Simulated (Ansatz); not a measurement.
`C=[C]([GaH2])OC` → `[CH2]` (triplet) + `C=[C](O)[GaH2]` at 500 K and 1 bar (formal loss of a carbene).

Calculated with Ansatz (gas phase, PBE0-D4/def2-TZVP geometries, no zero-point term in ΔE). CCSD(T)/CBS is the MP2 limit (def2-TZVPP, def2-QZVPP) plus CCSD(T) − MP2 in def2-TZVPP, frozen cores. This one scheme is used for every species. Triplets are unrestricted, without spin–orbit coupling. For Ga outer-core shells are correlated without core-valence functions, which leaves a few kJ/mol of doubt a bond. Scalar relativity is left out up to krypton. One conformer a species, not always the lowest.

```
          species  CCSD(T)/CBS energy (Eh)  H − E (kJ/mol)  S (J/(mol·K))
`C=[C]([GaH2])OC`              -2117.42326           280.4          419.6
`[CH2]` (triplet)                -39.09499            62.7          213.9
 `C=[C](O)[GaH2]`              -2078.17681           197.8          379.1
```

H − E and S are ideal-gas, rigid-rotor, harmonic terms from PBE0-D4/def2-TZVP, for one conformer and one mirror image of each species, with the whole ground term of open shells counted as degenerate. 1 Eh = 2625.50 kJ/mol, R = 8.31446 J/(mol·K).

Question: By hand: ΔE, ΔH, ΔS and ΔG.

Answer: ΔE = (-39.09499) + (-2078.17681) − (-2117.42326) = 0.15146 Eh = 397.7 kJ/mol. Δ(H − E) = 62.7 + 197.8 − 280.4 = -19.9, so ΔH = 377.8 kJ/mol. ΔS = 213.9 + 379.1 − 419.6 = 173.4 J/(mol·K). ΔG = 377.8 − 500 × (173.4)/1000 = 291.1 kJ/mol.

Question: By hand: the equilibrium constant, and the temperature at which ΔG would vanish if ΔH and ΔS stayed fixed.

Answer: log₁₀ K = −ΔG/(RT ln 10) = -30.4. ΔG = 0 at ΔH/ΔS = 2179 K.

The number of gas molecules changes by +1, which sets the sign of ΔS. A doubt of 5 kJ/mol in ΔE shifts log₁₀ K by 0.5 here. Other conformers and mirror images would add mixing entropy, several J/(mol·K) or more a flexible species. A triplet takes part, so the spin changes. These are equilibria of isolated gas molecules and say nothing of rates. Largest T1 diagnostic: 0.013 (customary marks: 0.02 for closed shells, 0.045 for open ones).
